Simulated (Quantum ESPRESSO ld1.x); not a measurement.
Results of a calculation; reference values are marked as such.
Question: All-electron atom: the iodine ion I18+ in [Ar] 3d10 4s2 4p5 (the NIST ground configuration). Level of theory: scalar-relativistic Kohn-Sham, LDA (Slater exchange, Perdew-Wang correlation), spin-polarised, spherical densities, point nucleus; open shells are filled with parallel spins first (ld1.x of Quantum ESPRESSO 7.5). Some entries of the table are withheld. Estimate them.

orbital  occ.  eigenvalue (Ry)  <r^2> (bohr^2)  <1/r> (bohr^-1)
1s up       1         -2456.90        0.001006            56.78
1s down     1         -2456.86        0.001006            56.78
2s up       1         -409.345         0.01619            13.02
2s down     1         -409.322         0.01619            13.02
2p up       3         -371.261         0.01281            12.46
2p down     3         -371.230         0.01281            12.46
3s up       1         -109.013          0.1113            4.701
3s down     1         -108.975          0.1113            4.701
3p up       3         -96.6640          0.1109            4.478
3p down     3         -96.6231          0.1109            4.478
3d up       5         -78.3183         0.09539            4.250
3d down     5         -78.2790         0.09531            4.251
4s up       1         -43.1108          0.5155            2.090
4s down     1         -42.9592          0.5158            2.090
4p up       3         -38.8007          0.5561              (1)
4p down     2         -38.6509          0.5568              (2)
4d up       0         -32.4015          0.6096            1.810
4d down     0         -32.2586          0.6108            1.809
5s up       0         -22.7318           1.661            1.156
5s down     0         -22.6726           1.667            1.154

Answer: 
(1) 4p up <1/r> (bohr^-1): 1.974
(2) 4p down <1/r> (bohr^-1): 1.973
